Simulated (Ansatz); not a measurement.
Calculated with Ansatz (gas phase, PBE0-D4/def2-TZVP geometries, no zero-point term in ΔE). CBS: MP2 limit from def2 TZ/QZ plus the TZ coupled-cluster correction, frozen cores. This one scheme is used for every species. Functionals use def2-TZVPP. For Ge outer-core shells are correlated without core-valence functions, which leaves a few kJ/mol of doubt a bond. Scalar relativity is left out up to krypton. Each species was taken in one conformer, which may not be the lowest.

Reaction (ligand exchange at a Ge–N bond): `[NH2][Ge][O][SiH3]` + silanol → `[SiH3][O][Ge][O][SiH3]` + NH₃

`[NH2][Ge][O][SiH3]`:

Cartesian coordinates in Å:
```
N -1.150 -0.582 2.057
Ge -0.596 -1.383 0.530
O 0.110 0.126 -0.159
Si 0.884 0.528 -1.541
H -1.631 -1.066 2.798
H -1.002 0.398 2.245
H 0.118 1.578 -2.263
H 2.238 1.054 -1.228
H 1.030 -0.654 -2.440
```

`O[SiH3]`:

```xyz
6

O     0.168   -1.002   -0.782
Si   -0.150    0.187    0.315
H     0.756   -0.795   -1.508
H     1.090    0.652    0.995
H    -1.073   -0.411    1.305
H    -0.791    1.368   -0.326
```

`[SiH3][O][Ge][O][SiH3]`:

```xyz
11

Si    1.639    1.484   -0.780
O     0.229    0.680   -0.542
Ge   -1.467    0.684   -1.125
O    -2.033   -0.655   -0.107
Si   -1.302   -1.618    1.017
H     1.464    2.564   -1.792
H     2.084    2.093    0.500
H     2.675    0.536   -1.262
H    -0.781   -0.813    2.152
H    -2.326   -2.566    1.525
H    -0.185   -2.390    0.413
```

NH₃:

```xyz
4

N     0.141   -0.123    0.211
H    -0.845   -0.027    0.423
H     0.495    0.805    0.015
H     0.209   -0.655   -0.648
```

CCSD(T)/CBS gives -9.7 kcal/mol.

Another level gave -8.2 kcal/mol. Which?
A. LDA (SPW92)/def2-TZVPP
B. BHLYP/def2-TZVPP
C. LC-ωPBE/def2-TZVPP
D. BLYP-D4/def2-TZVPP

C. LC-ωPBE -8.2, BLYP-D4 -10.9, BHLYP -9.2, LDA (SPW92) -7.0 kcal/mol.

Largest T1 diagnostic among the species: 0.014.

At CCSD(T), def2-SVP lies −1.2 kcal/mol from the extrapolated value and def2-TZVPP −0.2 kcal/mol. Leaving LDA and LC-ωPBE aside and taking each functional with its dispersion term where it has one, the values, not all of them listed here, spread over 2.3 kcal/mol, from BHLYP-D4 to PBE-QIDH. LDA lies +1.0 kcal/mol from PBE without D4.
